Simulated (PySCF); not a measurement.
**Al₄⁺, broken-symmetry Ms = 1/2: molecular constants**

Method: UPBE0/[Al def2-TZVP], no relativity, density fitting, PySCF.

The structure is a minimum.

Z-matrix (Å, degrees; charge 1 multiplicity 2):
```
Al
Al 1 2.7464
Al 2 2.6322 1 70.13
Al 1 2.6322 2 109.87 3 0.00
```

- Point group: C2h
- Bond lengths: Al–Al 2.632 Å (×2), Al–Al 2.746 Å (×2), Al–Al 3.091 Å
- Bond angles: Al–Al–Al 53.2° (×2), Al–Al–Al 56.7° (×2), Al–Al–Al 70.1° (×2), Al–Al–Al 109.9° (×2)
- Zero-point energy: 6.6 kJ/mol
- Dipole moment about the centre of mass: 0.00 D
- Principal quadrupole moments (Buckingham, traceless) about the centre of mass: -13.90, -2.79, 16.69 D Å
- Heat capacity Cp at 298.15 K: 79.5 J/(mol K)
- Spin squared ⟨S²⟩: 1.640
- Lowest empty level (α): -7.86 eV
- Rotational constants: 0.1313, 0.06433, 0.04317 cm⁻¹
- Principal polarisabilities: 105.0, 178.4, 253.3 bohr³
- Entropy at 298.15 K and 1 bar (electronic part: spin only): 347.8 J/(mol K)
- Highest occupied level (α): -9.69 eV
- Enthalpy at 298.15 K above 0 K: 19.27 kJ/mol
- Rotational symmetry number: 2

Harmonic modes (masses in u: Al 26.982):
```json
{"symmetry": "au", "ω (cm⁻¹)": "50", "IR (km/mol)": "0.4"}
{"symmetry": "ag", "ω (cm⁻¹)": "127", "IR (km/mol)": "0.0"}
{"symmetry": "bu", "ω (cm⁻¹)": "194", "IR (km/mol)": "1.3"}
{"symmetry": "ag", "ω (cm⁻¹)": "234", "IR (km/mol)": "0.0"}
{"symmetry": "bu", "ω (cm⁻¹)": "235", "IR (km/mol)": "9.2"}
{"symmetry": "ag", "ω (cm⁻¹)": "271", "IR (km/mol)": "0.0"}
```

In C2h the vibrations span au + 3ag + 2bu. The ag modes carry no infrared intensity, as symmetry demands. With a centre of inversion only u modes can be infrared active and only g modes Raman active.

Charges (e):
```csv
atom,Mulliken,Löwdin,polar tensor,spin (Mulliken),Mayer order to Al1
Al1,0.19,0.21,0.15,0.49,–
Al2,0.31,0.29,0.35,0.01,0.65
Al3,0.19,0.21,0.15,0.49,0.57
Al4,0.31,0.29,0.35,0.01,0.76
```
Other Mayer orders above 0.3: Al–Al 0.37, Al–Al 0.65, Al–Al 0.76.

Mulliken populations on Al1: s 5.68, p 7.01, d 0.11, f 0.01.

The determinant is spin-contaminated (⟨S²⟩ = 1.64, pure value 0.75). This need not be the most stable arrangement of these atoms. At this level a quartet minimum of C3v symmetry lies 16 kJ/mol below this structure.

The final relaxation and frequency run took 120 s on 4 threads of a shared Arm Neoverse V1 host, with 148 basis functions and 16 gradients; the process peaked at 1.6 GiB.
